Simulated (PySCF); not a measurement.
Spinor energies of Er⁵⁶⁺ (erbium, charge +56)

Start: [Ne] 3s2. Calculated with PySCF 2.14 in an uncontracted even-tempered set (17 s from 5.7 bohr⁻², ratio 2.6; 14 p from 7.4 bohr⁻², ratio 2.6; 6 d from 7.6 bohr⁻², ratio 2.8; 4 f from 100 bohr⁻², ratio 2.8): generalised Hartree-Fock with the X2C-1e Hamiltonian and a Gaussian nucleus; spin-orbit coupling (SO) screened by Boettger's factors.

```json
{"spinor shell": "1s1/2", "electrons": "2", "ε, screened SO (eV)": "-62212.9", "weight of nominal j (screened SO)": "1.000", "rms radius, screened SO (bohr)": "0.0231"}
{"spinor shell": "2s1/2", "electrons": "2", "ε, screened SO (eV)": "-14015.7", "weight of nominal j (screened SO)": "1.000", "rms radius, screened SO (bohr)": "0.0918"}
{"spinor shell": "2p1/2", "electrons": "2", "ε, screened SO (eV)": "-13579.3", "weight of nominal j (screened SO)": "1.000", "rms radius, screened SO (bohr)": "0.0783"}
{"spinor shell": "3s1/2", "electrons": "2", "ε, screened SO (eV)": "-5697.8", "weight of nominal j (screened SO)": "1.000", "rms radius, screened SO (bohr)": "0.219"}
```

Question: Where does 2p3/2 lie, and what is the 2p spin-orbit splitting (screened SO)?

Answer: At -12628.4 eV, 950.86 eV above 2p1/2.

```tsv
quantity	screened SO
E (hartree)	-9606.83202
M_J	0
⟨J²⟩	0.000
⟨L²⟩	0.023
⟨S²⟩	0.023
```

Breit and QED terms are absent; they matter most for the inner s and p1/2 levels.

Densities and radii are taken from the X2C orbitals without a picture-change correction, which distorts them close to the nucleus.
